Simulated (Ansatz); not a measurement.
System: CdBr2, charge 0, multiplicity 1. SMILES: [Br][Cd][Br]
Geometry: optimised at B3LYP-D3(BJ)/def2-TZVP (Ansatz, a quantum-chemistry and plane-wave program).

Computed values are from Ansatz. Correlated levels leave the core frozen unless marked. Open shells are spin-unrestricted. No spin-orbit coupling. Frozen are the shells of the preceding noble gas and the d and f shells that filled before the atom's block. Past Kr the def2 sets carry scalar-relativistic core potentials. CBS marks a two-point X^-3 extrapolation of the correlation energy; Hartree-Fock from the larger set. [CCSD(T)-MP2]/basis is that difference in the basis named.

The atomisation energy De is 119.6 kcal/mol at RI-MP2/CBS(def2-TZVPPD,def2-QZVPPD)+[CCSD(T)-MP2]/def2-TZVPPD and the vertical ionisation energy (to the doublet) is 10.90 eV at RI-MP2/CBS(def2-TZVPPD,def2-QZVPPD)+[CCSD(T)-MP2]/def2-TZVPPD. The total energy is -5312.8385 Eh at RI-MP2/CBS(def2-TZVPPD,def2-QZVPPD)+[CCSD(T)-MP2]/def2-TZVPPD and the dipole moment is 0.00 D at CCSD(T)/def2-SVPD. The T1 diagnostic is 0.014 at CCSD/def2-TZVPPD.
